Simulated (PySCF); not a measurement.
GeH₃⁺ + 3 F₂ → GeF₃⁺ + 3 HF

Level: PBE0 in the def2-TZVP basis family, all electrons, no relativity, computed in PySCF with density fitting; open shells unrestricted.

```tsv
species	state and structure	ZPE (kJ/mol)	H(298 K) − H(0) (kJ/mol)	S° (J/(mol K))
GeH₃⁺	singlet, D3h, Ge–H 1.522 Å (×3)	55.3	10.5	217.5
F₂	singlet, D∞h, F–F 1.376 Å	6.6	8.7	201.9
GeF₃⁺	singlet, D3h, Ge–F 1.649 Å (×3)	19.3	14.7	287.8
HF	singlet, C∞v, H–F 0.920 Å	24.9	8.7	173.6
```

(1) Is the gas-phase reaction uphill or downhill in electronic energy at this level, and by how much?

(2) Add zero-point, thermal and entropy terms for 298.15 K and 1 bar.

## Answers

(1) At PBE0/def2-TZVP, ΔE = -1563.4 kJ/mol, downhill. 

(2) ΔZPE = 18.9 and Δ[H(298) − H(0)] = 4.2 kJ/mol give ΔH° = -1540.3 kJ/mol. ΔS° = -14.6 J/(mol K), so ΔG° = -1540.3 − 298.15 × (-0.0146) = -1536 kJ/mol.

Each species is the lowest minimum found with this bonding; other isomers or fragments can lie lower.
